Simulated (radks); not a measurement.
Species: H. Configuration: 2s1 (not the ground configuration).

Method: non-relativistic Kohn-Sham, exchange-only LDA, spin-polarised, spherical densities, point nucleus; open shells are filled with parallel spins first; computed with a radial shooting solver on a logarithmic mesh with Libxc functionals.

Energy parts (eV):
| part | energy |
|---|---|
| total | -3.217 |
| kinetic | 3.217 |
| electron-nucleus | -6.624 |
| Hartree | 2.048 |
| exchange | -1.858 |

Orbitals (lengths in bohr, moments of r in powers of bohr; <r^-3> diverges for s and p1/2):
| orbital | occ. | eigenvalue (eV) | <r^2> | <r^4> | <r^-3> |
|---|---|---|---|---|---|
| 2s up | 1 | -1.7889 | 41.71 | 2837 | - |

The highest occupied level is 2s up at -1.789 eV. The spin density at the nucleus is 0.03778 e/bohr^3 (2s 0.03778), a Fermi contact field of 1.98 T. Spin moment in Bohr magnetons: 1. The density falls to 0.001 e/bohr^3 at r = 1.30 bohr. Summed over all electrons, <r^2> = 41.71 bohr^2, which gives a Langevin (diamagnetic) susceptibility term of -33 x 10^-6 cm^3/mol.
